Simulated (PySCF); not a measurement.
**I (iodine, neutral) across methods**

[Kr] 4d10 5s1 5p5 6s1, high-spin 4P determinant (an excited configuration). Calculation: PySCF 2.14, in aug-cc-pVQZ-PP with one added diffuse shell each of s, p, d, f, g type with ECP28MDF (8s8p6d4f3g, 117 functions); scalar relativity through the core potential.

```tsv
method	E (hartree)	mean ε 5p α (eV)	mean ε 5p β (eV)	mean ε 6s α (eV)	Σ⟨r²⟩ (bohr²)	⟨S²⟩
LDA	-294.6081	-11.706	-10.350	-2.307	87.56	3.752
B3LYP	-295.1197	-12.667	-10.971	-2.484	89.59	3.753
wB97X-V	-294.9909	-15.411	-13.415	-3.550	91.87	3.753
UHF	-293.99331	-16.659	-12.645	-3.373	96.51	3.765
PBE0	-295.0349	-13.080	-11.083	-2.577	89.81	3.754
revPBE	-295.0820	-11.640	-10.142	-2.150	89.35	3.754
PBE	-295.0224	-11.648	-10.182	-2.190	88.99	3.753
```

Question: Estimate the same row for r2SCAN.

Answer: E (hartree) = -295.1422; mean ε 5p α (eV) = -12.261; mean ε 5p β (eV) = -10.416; mean ε 6s α (eV) = -2.230; Σ⟨r²⟩ (bohr²) = 89.90; ⟨S²⟩ = 3.758.

Energies and moments cover only the electrons outside the core potential. The outer electron is Rydberg-like, and this basis confines it to a smaller radius and binds it less than a complete one would.
